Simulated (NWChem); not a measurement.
# CsF; SMILES [F][Cs]

```xyz
2

Cs     0.0000     0.0000    -0.3610
F      0.0000     0.0000     2.0194
```
Atoms are numbered in this order, from 1.

Computed with NWChem. The geometry was optimised at PBE0-D3(BJ)/def2-TZVP. def2 effective core potentials on Cs; no spin-orbit coupling. Vertical excitations in the gas phase; the lowest state need not have the same character in each row.

Question: Among these, which level gives the highest value of “lowest excitation, singlet (eV)”?
(A) BHandHLYP/def2-SVP, TDA
(B) PBE/def2-SVP, TDA
(C) PBE0/def2-SVP, TDA
(D) B3LYP/def2-SVP, TDA

Answer: A, BHandHLYP/def2-SVP, TDA. Values: PBE/def2-SVP, TDA 2.91; B3LYP/def2-SVP, TDA 3.71; PBE0/def2-SVP, TDA 4.01; BHandHLYP/def2-SVP, TDA 5.02
